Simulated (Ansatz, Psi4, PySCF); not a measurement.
C₂H₃O₂, charge -1, singlet, at the geometry of the source list (in this run its highest filled SCF level lies above zero, so its values depend strongly on the basis, on diffuse functions most of all). Base run: REVPBE/cc-pVDZ (PySCF).

Input for PySCF:
```python
from pyscf import gto, scf, dft

mol = gto.M(
    atom='''
C    -1.055288   -0.067338    0.000000
O    -0.835098   -1.261681    0.000000
O    -0.124079    0.903369    0.000000
H    -2.052439    0.391126    0.000000
C     1.232820    0.413815    0.000000
H     1.417042   -0.189644    0.889397
H     1.417042   -0.189644   -0.889397
''',
    basis='cc-pvdz',
    charge=-1,
    spin=0,
    verbose=4,
)

mf = dft.RKS(mol)
mf.xc = 'revpbe'
mf.kernel()
```

The same geometry, method and basis name were run in Ansatz (a first-principles code) and Psi4 and PySCF, at each program's defaults and at the settings that a row names. The base is PySCF at its defaults. Differences at the defaults can come from grids, fitting, cores and function types together.

```csv
code and settings,ΔE vs base (µEh),basis functions,E (Eh),SCF cycles
"PySCF, defaults (exact integrals, its default grid, spherical functions)",0.0,71,-228.32589,11
"Psi4, defaults (density fitting with its default set, its default grid, spherical functions)",-143,71,-228.32603,10
"Ansatz, defaults (factorised integrals, its default grid, spherical functions)",-4.9,71,-228.32589,-
"PySCF, density fitting with def2-universal-jkfit",-74.5,71,-228.32596,11
"PySCF, fine grid",-3.8,71,-228.32589,11
"Psi4, exact integrals, spherical functions, fine grid",-4.0,71,-228.32589,13
"Ansatz, high accuracy",-3.5,71,-228.32589,-
```
